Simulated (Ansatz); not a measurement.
Relaxation of the cluster GeSb₅⁻ with RKS PBE-D4/def2-SVPD.

```sh
$ ansatz run in.yaml --threads 4 --pin off --events-out ev --progress --plain --max-ram 4787MiB
```

```yaml
crystal:
  periodic: [false, false, false]
  atoms:
    - {symbol: Sb, position_ang: [0.000000, 0.000000, 0.000000]}
    - {symbol: Sb, position_ang: [-2.673700, 0.096800, -0.186600]}
    - {symbol: Sb, position_ang: [-5.439900, -0.938300, -0.253100]}
    - {symbol: Sb, position_ang: [-4.123900, 2.478100, -0.147600]}
    - {symbol: Sb, position_ang: [-1.550400, -2.251500, 0.014000]}
    - {symbol: Ge, position_ang: [-1.309200, 2.369900, 0.001300]}
basis:
  gaussian: {orbitals: def2-SVPD}
total_charge: -1
hamiltonian: {xc: pbe, dispersion: d4}
scf: {lower_state_search: "off"}
output: {orbitals: {seedname: orbitals}}
relax: {f_tol: 0.02, max_steps: 100}
```

Run time 79 s (4 threads of Arm Neoverse V1 on a shared host).

Positions (Å) and forces (eV/Å) at steps 1, 2, 3, 4, 5, 6, 7, 8, 9, 10, 11, 12, 13, 14, 16, 18 of 18:

```xyz
6
step=1 energy=-89193.1343 eV
Sb    0.000    0.000    0.000    3.124    1.492    0.096
Sb   -2.674    0.097   -0.187   -4.329   -1.437   -0.469
Sb   -5.440   -0.938   -0.253    0.688    1.293   -0.016
Sb   -4.124    2.478   -0.148   -0.119    0.396    0.042
Sb   -1.550   -2.252    0.014    0.465   -2.239    0.226
Ge   -1.309    2.370    0.001    0.171    0.495    0.121
6
step=2 energy=-89194.2851 eV
Sb    0.170    0.090    0.003    0.291    0.774   -0.001
Sb   -2.843    0.010   -0.211   -1.163   -1.899   -0.141
Sb   -5.471   -0.861   -0.257    0.193    1.073   -0.014
Sb   -4.135    2.509   -0.144    0.185    0.017    0.029
Sb   -1.501   -2.369    0.030    0.426    0.432    0.053
Ge   -1.317    2.376    0.008    0.068   -0.397    0.075
6
step=3 energy=-89194.8826 eV
Sb    0.217    0.179   -0.001    0.207    0.361    0.030
Sb   -2.931   -0.143   -0.233   -0.318   -1.142   -0.076
Sb   -5.559   -0.685   -0.263   -0.146    0.735    0.012
Sb   -4.112    2.453   -0.142    0.174   -0.120    0.008
Sb   -1.376   -2.364    0.047    0.259    0.511   -0.004
Ge   -1.337    2.315    0.020   -0.175   -0.344    0.030
6
step=4 energy=-89195.1998 eV
Sb    0.306    0.218    0.018    0.046    0.192    0.017
Sb   -2.965   -0.235   -0.253   -0.214   -0.972   -0.096
Sb   -5.638   -0.502   -0.249   -0.050    0.454    0.037
Sb   -4.137    2.399   -0.154    0.186    0.017   -0.008
Sb   -1.259   -2.324    0.044    0.149    0.326   -0.011
Ge   -1.404    2.199    0.022   -0.118   -0.017    0.061
6
step=5 energy=-89195.4356 eV
Sb    0.354    0.286    0.042   -0.102   -0.524    0.034
Sb   -3.040   -0.407   -0.305    0.030   -0.229   -0.418
Sb   -5.717   -0.335   -0.215   -0.340    0.299    0.177
Sb   -4.102    2.359   -0.178   -0.017   -0.099   -0.026
Sb   -1.144   -2.306    0.038    0.552    0.286    0.120
Ge   -1.448    2.158    0.045   -0.123    0.267    0.112
6
step=6 energy=-89195.7956 eV
Sb    0.363    0.282    0.074   -0.268   -0.901    0.147
Sb   -3.073   -0.524   -0.458    0.044    0.179   -1.142
Sb   -5.793   -0.202   -0.139   -0.065    0.541    0.307
Sb   -4.089    2.321   -0.194   -0.641   -0.319    0.323
Sb   -1.021   -2.268    0.066    0.869    0.082    0.506
Ge   -1.485    2.146    0.079    0.062    0.418   -0.141
6
step=7 energy=-89196.2351 eV
Sb    0.347    0.247    0.101   -0.284   -0.554    0.232
Sb   -3.063   -0.573   -0.647    0.061    0.243   -0.934
Sb   -5.808   -0.108   -0.075    0.420    0.404    0.187
Sb   -4.125    2.297   -0.156   -0.711   -0.358    0.481
Sb   -0.937   -2.262    0.135    0.324    0.170    0.432
Ge   -1.512    2.153    0.070    0.190    0.095   -0.398
6
step=8 energy=-89196.5905 eV
Sb    0.323    0.200    0.141   -0.140   -0.049    0.277
Sb   -3.030   -0.556   -0.839    0.167    0.133   -0.409
Sb   -5.759   -0.068   -0.035    0.467    0.022    0.027
Sb   -4.191    2.274   -0.060   -0.234   -0.131    0.498
Sb   -0.923   -2.250    0.219   -0.294    0.146    0.147
Ge   -1.517    2.154    0.002    0.034   -0.121   -0.539
6
step=9 energy=-89196.9486 eV
Sb    0.249    0.190    0.261   -0.005    0.119    0.219
Sb   -2.988   -0.527   -1.017    0.234    0.159   -0.150
Sb   -5.656   -0.106   -0.018    0.469   -0.068    0.008
Sb   -4.185    2.247    0.125   -0.082   -0.032    0.349
Sb   -1.010   -2.226    0.268   -0.477    0.124    0.004
Ge   -1.507    2.176   -0.191   -0.139   -0.302   -0.431
6
step=10 energy=-89197.2761 eV
Sb    0.207    0.190    0.376   -0.174    0.114    0.178
Sb   -2.921   -0.466   -1.190    0.229    0.085    0.061
Sb   -5.497   -0.165    0.020    0.373   -0.010   -0.028
Sb   -4.191    2.248    0.280    0.094   -0.098    0.245
Sb   -1.155   -2.173    0.307   -0.356    0.128   -0.102
Ge   -1.540    2.122   -0.365   -0.166   -0.220   -0.354
6
step=11 energy=-89197.4885 eV
Sb    0.100    0.213    0.494   -0.201    0.111    0.077
Sb   -2.852   -0.438   -1.275    0.061    0.081   -0.104
Sb   -5.365   -0.192    0.037    0.291   -0.010    0.024
Sb   -4.146    2.231    0.422    0.171   -0.047    0.087
Sb   -1.255   -2.158    0.304   -0.165    0.123   -0.009
Ge   -1.579    2.098   -0.555   -0.158   -0.259   -0.076
6
step=12 energy=-89197.6179 eV
Sb   -0.007    0.252    0.606   -0.204    0.028    0.045
Sb   -2.809   -0.424   -1.435   -0.129   -0.022   -0.062
Sb   -5.187   -0.229    0.098    0.111   -0.056   -0.018
Sb   -4.079    2.221    0.521    0.146   -0.045    0.043
Sb   -1.382   -2.095    0.311    0.017    0.022    0.035
Ge   -1.633    2.031   -0.672    0.058    0.074   -0.042
6
step=13 energy=-89197.6464 eV
Sb   -0.171    0.306    0.706   -0.036   -0.077   -0.085
Sb   -2.797   -0.404   -1.525   -0.124   -0.048   -0.026
Sb   -5.087   -0.289    0.145    0.167    0.062   -0.022
Sb   -3.954    2.157    0.599   -0.027   -0.003   -0.096
Sb   -1.475   -2.076    0.314    0.053    0.140    0.031
Ge   -1.614    2.061   -0.811   -0.033   -0.075    0.199
6
step=14 energy=-89197.6578 eV
Sb   -0.152    0.286    0.688    0.056    0.057    0.022
Sb   -2.818   -0.419   -1.543    0.108    0.047   -0.073
Sb   -5.047   -0.287    0.150   -0.107   -0.043    0.086
Sb   -3.983    2.180    0.574   -0.009    0.043   -0.007
Sb   -1.477   -2.053    0.319   -0.042   -0.103   -0.003
Ge   -1.621    2.049   -0.759   -0.005   -0.001   -0.025
6
step=16 energy=-89197.6614 eV
Sb   -0.157    0.280    0.688   -0.001    0.001   -0.009
Sb   -2.806   -0.399   -1.547   -0.006   -0.010    0.015
Sb   -5.031   -0.309    0.181    0.008   -0.012   -0.004
Sb   -3.993    2.186    0.547    0.003    0.004   -0.009
Sb   -1.499   -2.064    0.314   -0.011    0.001   -0.004
Ge   -1.612    2.062   -0.756    0.007    0.016    0.011
6
step=18 energy=-89197.6625 eV
Sb   -0.158    0.269    0.666   -0.003    0.002   -0.004
Sb   -2.796   -0.376   -1.553   -0.002   -0.009    0.004
Sb   -4.994   -0.350    0.205    0.005    0.006   -0.003
Sb   -3.999    2.178    0.520    0.003   -0.003   -0.003
Sb   -1.554   -2.057    0.331   -0.001    0.000   -0.002
Ge   -1.596    2.092   -0.741   -0.002    0.005    0.008
```

In the def2 sets Sb takes a core potential; there is no spin–orbit coupling. Another isomer (singlet) lies 0.75 eV lower at PBE0-D4/def2-TZVPD; other spin states weren't run for this one.
